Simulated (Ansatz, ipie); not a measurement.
N2 (SMILES N#N), multiplicity 1, with the N1–N2 bond stretched and the rest rigid; cc-pVDZ, all electrons correlated; total energies in hartree.
Geometry at rest (charge 0, multiplicity 1):
```xyz
2

N      0.00000     0.00000    -0.54546
N      0.00000     0.00000     0.54546
```

Phaseless AFQMC takes the named determinant as trial and start, 200 walkers, a time step of 0.005 inverse hartree and 400 blocks of 25 steps, of which the first fifth is dropped; its bars are rough statistical errors and leave out the phaseless and time-step bias. At long bonds its restricted trial need not be the state that the restricted coupled-cluster runs follow.

Codes used: Ansatz (an electronic-structure program); ipie for AFQMC. 

```json
[
 {"level": "R-HF", "R = 1.09 Å": "-108.9549", "R = 1.42 Å": "-108.7464", "R = 1.75 Å": "-108.4882", "R = 2.18 Å": "-108.2407", "R = 2.84 Å": "-108.0286"},
 {"level": "U-HF", "R = 1.09 Å": "-108.9549", "R = 1.42 Å": "-108.8372", "R = 1.75 Å": "-108.7700", "R = 2.18 Å": "-108.7741", "R = 2.84 Å": "-108.7817"},
 {"level": "R-MP2", "R = 1.09 Å": "-109.2635", "R = 1.42 Å": "-109.1832", "R = 1.75 Å": "-109.1279", "R = 2.18 Å": "-109.2552", "R = 2.84 Å": "-109.7564"},
 {"level": "U-MP2", "R = 1.09 Å": "-109.2635", "R = 1.42 Å": "-109.0601", "R = 1.75 Å": "-108.9470", "R = 2.18 Å": "-108.9253", "R = 2.84 Å": "-108.9274"},
 {"level": "R-CCSD", "R = 1.09 Å": "-109.2665", "R = 1.42 Å": "-109.1378", "R = 1.75 Å": "-108.9730", "R = 2.18 Å": "-108.9215", "R = 2.84 Å": "-108.9941"},
 {"level": "R-CCSD(T)", "R = 1.09 Å": "-109.2782", "R = 1.42 Å": "-109.1639", "R = 1.75 Å": "-109.0260", "R = 2.18 Å": "-109.1052", "R = 2.84 Å": "-109.4374"},
 {"level": "U-CCSD(T)", "R = 1.09 Å": "-109.2782", "R = 1.42 Å": "-109.1565", "R = 1.75 Å": "-109.0134", "R = 2.18 Å": "-108.9639", "R = 2.84 Å": "-108.9607"},
 {"level": "R-CCSDT", "R = 1.09 Å": "-109.2783", "R = 1.42 Å": "-109.1624", "R = 1.75 Å": "-109.0256", "R = 2.18 Å": "-109.0752", "R = 2.84 Å": "-109.1347"},
 {"level": "AFQMC@RHF", "R = 1.09 Å": "-", "R = 1.42 Å": "-109.1401 ± 0.0054", "R = 1.75 Å": "-108.9551 ± 0.0090", "R = 2.18 Å": "-108.7515 ± 0.0097", "R = 2.84 Å": "-108.6162 ± 0.0108"},
 {"level": "AFQMC@UHF", "R = 1.09 Å": "-109.2834 ± 0.0038", "R = 1.42 Å": "-109.1551 ± 0.0029", "R = 1.75 Å": "-", "R = 2.18 Å": "-108.9674 ± 0.0012", "R = 2.84 Å": "-108.9608 ± 0.0010"}
]
```

AFQMC runs whose block means still drift are left out.

Doubts at one or more of the structures used: a spin-contaminated determinant (U-HF/cc-pVDZ, U-MP2/cc-pVDZ, U-CCSD(T)/cc-pVDZ); other coupled-cluster roots lie near (R-CCSD/cc-pVDZ, R-CCSD(T)/cc-pVDZ, R-CCSDT/cc-pVDZ); T1 above 0.05 (U-CCSD(T)/cc-pVDZ, R-CCSDT/cc-pVDZ); the program's own flag: large difference (U-CCSD(T)/cc-pVDZ).
